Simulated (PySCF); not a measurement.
PySCF input for Hf(Cl)3(SH) (Cl₃HHfS), SMILES [SH][Hf]([Cl])([Cl])[Cl], multiplicity 1, TDDFT-PBE/def2-SVPD. Coordinates come from a B3LYP-D3(BJ)/def2-SVP optimisation. The spin state was assumed, not searched. The def2 effective core potentials stand for the cores of Hf; spin–orbit coupling is left out. The values are those of a single conformer.

```python
import numpy as np
from pyscf import gto, scf, dft, tdscf

mol = gto.M(
    atom='''
    Hf   -0.04051682   -0.00294428    0.00000000
    Cl   -0.45046192    1.30228448   -1.90668141
    Cl   -0.45046187    1.30228449    1.90668141
    Cl   -1.24988241   -2.00502747    0.00000002
    S     2.29762563   -0.66304734   -0.00000003
    H     2.71890629    0.62854040   -0.00000004
    ''',
    basis='def2-SVPD',
    ecp={'Hf': 'def2-svp'},
    charge=0,
    spin=0,
    symmetry=True,
    max_memory=1600,
    verbose=4,
)
mf = dft.RKS(mol, xc='pbe').density_fit(auxbasis='def2-universal-jkfit')
mf.grids.level = 3
mf.conv_tol = 1e-9
mf.max_cycle = 100
mf.kernel()
mf.grids = dft.Grids(mol).set(level=1).build(with_non0tab=True)  # coarser grid for the response kernel
td = tdscf.TDDFT(mf)
td.singlet = True
td.nstates = 10
td.conv_tol = 1e-4
td.positive_eig_threshold = 1e-6
td.kernel(x0=td.get_init_guess(mf, 15))
td.analyze()
tt = tdscf.TDA(mf)
tt.singlet = False
tt.nstates = 4
tt.conv_tol = 1e-4
tt.positive_eig_threshold = 1e-6
tt.kernel(x0=tt.get_init_guess(mf, 9))
tt.analyze(verbose=3)
```

Log of the run:

```
PySCF version 2.14.0

[INPUT] verbose = 4
[INPUT] num. atoms = 6
[INPUT] num. electrons = 80
[INPUT] charge = 0
[INPUT] spin (= nelec alpha-beta = 2S) = 0
[INPUT] symmetry True subgroup None
[INPUT] Mole.unit = angstrom
[INPUT] Symbol           X                Y                Z      unit          X                Y                Z       unit  Magmom
[INPUT]  1 Hf    -0.040516820000  -0.002944280000   0.000000000000 AA   -0.076565693238  -0.005563882834   0.000000000000 Bohr   0.0
[INPUT]  2 Cl    -0.450461920000   1.302284480000  -1.906681410000 AA   -0.851249658346   2.460961003472  -3.603105671700 Bohr   0.0
[INPUT]  3 Cl    -0.450461870000   1.302284490000   1.906681410000 AA   -0.851249563859   2.460961022369   3.603105671700 Bohr   0.0
[INPUT]  4 Cl    -1.249882410000  -2.005027470000   0.000000020000 AA   -2.361935442811  -3.788952790530   0.000000037795 Bohr   0.0
[INPUT]  5 S      2.297625630000  -0.663047340000  -0.000000030000 AA    4.341883177481  -1.252977880221  -0.000000056692 Bohr   0.0
[INPUT]  6 H      2.718906290000   0.628540400000  -0.000000040000 AA    5.137988246457   1.187769214225  -0.000000075589 Bohr   0.0

nuclear repulsion = 425.803050056805
point group symmetry = Cs
symmetry origin: [-9.44863070e-10  4.04941307e-09 -2.42964787e-09]
symmetry axis x: [ 1.00000000e+00  1.14971283e-08 -8.69720221e-09]
symmetry axis y: [ 1.14971284e-08 -1.00000000e+00  6.55706155e-09]
symmetry axis z: [8.69720213e-09 6.55706168e-09 1.00000000e+00]
num. orbitals of irrep A' = 95
num. orbitals of irrep A" = 56
number of shells = 61
number of NR pGTOs = 250
number of NR cGTOs = 151
basis = def2-SVPD
ecp = {'Hf': 'def2-svp'}


[settings echo left out]
init E= -1813.9633040523
HOMO (A") = -0.444833454089321  LUMO (A') = -0.376705420277068  gap/eV = 1.85386
cycle= 1 E= -1825.71674972256  delta_E= -11.8  |g|= 1.62  |ddm|= 7.74
HOMO (A") = -0.205216765193528  LUMO (A') = -0.0471961561116519  gap/eV = 4.29996
cycle= 2 E= -1824.5562069069  delta_E= 1.16  |g|= 2.25  |ddm|= 3.91
HOMO (A") = -0.271853442333814  LUMO (A') = -0.109463564480236  gap/eV = 4.41885
cycle= 3 E= -1826.42921805182  delta_E= -1.87  |g|= 0.269  |ddm|= 2.66
HOMO (A") = -0.248929794062513  LUMO (A') = -0.136456459789968  gap/eV = 3.06056
cycle= 4 E= -1826.43956315095  delta_E= -0.0103  |g|= 0.182  |ddm|= 0.653
HOMO (A") = -0.276597116146089  LUMO (A') = -0.129786886393872  gap/eV = 3.99491
cycle= 5 E= -1826.44788351972  delta_E= -0.00832  |g|= 0.101  |ddm|= 0.377
HOMO (A") = -0.263202889415552  LUMO (A') = -0.125253128806221  gap/eV = 3.75380
cycle= 6 E= -1826.45160652746  delta_E= -0.00372  |g|= 0.0105  |ddm|= 0.156
HOMO (A") = -0.262529662591627  LUMO (A') = -0.124826643487165  gap/eV = 3.74709
cycle= 7 E= -1826.45163850339  delta_E= -3.2e-05  |g|= 0.00254  |ddm|= 0.0157
HOMO (A") = -0.262606873549053  LUMO (A') = -0.124808985937888  gap/eV = 3.74967
cycle= 8 E= -1826.45163983297  delta_E= -1.33e-06  |g|= 0.00149  |ddm|= 0.00419
HOMO (A") = -0.262632518194683  LUMO (A') = -0.12484479571607  gap/eV = 3.74939
cycle= 9 E= -1826.45164050205  delta_E= -6.69e-07  |g|= 0.000221  |ddm|= 0.00208
HOMO (A") = -0.262649118494726  LUMO (A') = -0.124843229621101  gap/eV = 3.74989
cycle= 10 E= -1826.45164051934  delta_E= -1.73e-08  |g|= 6.55e-05  |ddm|= 0.00036
HOMO (A") = -0.262650298088209  LUMO (A') = -0.124844301410555  gap/eV = 3.74989
cycle= 11 E= -1826.45164052061  delta_E= -1.27e-09  |g|= 1.2e-05  |ddm|= 9.35e-05
HOMO (A") = -0.262650169179151  LUMO (A') = -0.124844479145063  gap/eV = 3.74988
cycle= 12 E= -1826.45164052066  delta_E= -4.68e-11  |g|= 4.3e-06  |ddm|= 2.15e-05
HOMO (A") = -0.262649522382444  LUMO (A') = -0.124845128898439  gap/eV = 3.74985
Extra cycle  E= -1826.45164052064  delta_E= 1.59e-11  |g|= 9.82e-06  |ddm|= 1.71e-05
converged SCF energy = -1826.45164052064
tot grids = 36576
Overwritten attributes  positive_eig_threshold  of <class 'pyscf.tdscf.rks.CasidaTDDFT'>


******** <class 'pyscf.tdscf.rks.CasidaTDDFT'> for <class 'pyscf.df.df_jk.DFSymAdaptedRKS'> ********
nstates = 10 singlet
deg_eia_thresh = 1.000e-03
wfnsym = None
conv_tol = 0.0001
eigh lindep = 1e-12
eigh level_shift = 0
eigh max_cycle = 100


Excitation energies (eV)
[3.78717203 4.34211234 4.72006068 4.91362749 4.94111193 5.03661397
 5.19921417 5.20993428 5.28272836 5.29054117]

** Singlet excitation energies and oscillator strengths **
Excited State   1:   A"      3.78717 eV    327.38 nm  f=0.0025
      40 -> 41        0.70573
Excited State   2:   A'      4.34211 eV    285.54 nm  f=0.0249
      40 -> 42       -0.65763
      40 -> 45       -0.21698
Excited State   3:   A"      4.72006 eV    262.68 nm  f=0.0002
      40 -> 43        0.70291
Excited State   4:   A'      4.91363 eV    252.33 nm  f=0.0028
      39 -> 41       -0.67993
      40 -> 45        0.14299
Excited State   5:   A"      4.94111 eV    250.92 nm  f=0.0012
      38 -> 41        0.24619
      40 -> 44       -0.65997
Excited State   6:   A"      5.03661 eV    246.17 nm  f=0.0121
      36 -> 41       -0.11655
      38 -> 41        0.64083
      40 -> 44        0.22996
Excited State   7:   A"      5.19921 eV    238.47 nm  f=0.0013
      36 -> 41       -0.11090
      39 -> 42       -0.69301
Excited State   8:   A'      5.20993 eV    237.98 nm  f=0.0186
      37 -> 41        0.33295
      38 -> 42       -0.15768
      39 -> 44        0.16865
      40 -> 42        0.14559
      40 -> 45       -0.53535
Excited State   9:   A'      5.28273 eV    234.70 nm  f=0.0278
      37 -> 41       -0.53611
      38 -> 42        0.24279
      39 -> 44        0.14590
      40 -> 42        0.10349
      40 -> 45       -0.30999
Excited State  10:   A"      5.29054 eV    234.35 nm  f=0.0032
      36 -> 41       -0.67834
      39 -> 42        0.10745

** Transition electric dipole moments (AU) **
state          X           Y           Z        Dip. S.      Osc.
  1         0.0000      0.0000      0.1635      0.0267      0.0025
  2         0.4042     -0.2652     -0.0000      0.2337      0.0249
  3        -0.0000      0.0000      0.0441      0.0019      0.0002
  4        -0.1514      0.0035      0.0000      0.0229      0.0028
  5        -0.0000      0.0000      0.0979      0.0096      0.0012
  6         0.0000     -0.0000     -0.3136      0.0984      0.0121
  7        -0.0000      0.0000      0.0998      0.0100      0.0013
  8        -0.3515      0.1492      0.0000      0.1458      0.0186
  9        -0.4591      0.0621      0.0000      0.2146      0.0278
 10        -0.0000     -0.0000      0.1568      0.0246      0.0032

WARN: ECP detected. Skipping calculation of transition velocity and magnetic dipole moments, which have not yet been implemented.

Overwritten attributes  positive_eig_threshold  of <class 'pyscf.tdscf.rks.TDA'>


******** <class 'pyscf.tdscf.rks.TDA'> for <class 'pyscf.df.df_jk.DFSymAdaptedRKS'> ********
nstates = 4 triplet
deg_eia_thresh = 1.000e-03
wfnsym = None
conv_tol = 0.0001
eigh lindep = 1e-12
eigh level_shift = 0
eigh max_cycle = 100


Excitation energies (eV)
[3.65537504 3.87987002 4.54153633 4.63134425]

** Triplet excitation energies and oscillator strengths **
Excited State   1:   A"      3.65538 eV    339.18 nm  f=0.0000
Excited State   2:   A'      3.87987 eV    319.56 nm  f=0.0000
Excited State   3:   A'      4.54154 eV    273.00 nm  f=0.0000
Excited State   4:   A"      4.63134 eV    267.71 nm  f=0.0000
```

The run converged.

Cost: very roughly 50 core-seconds.
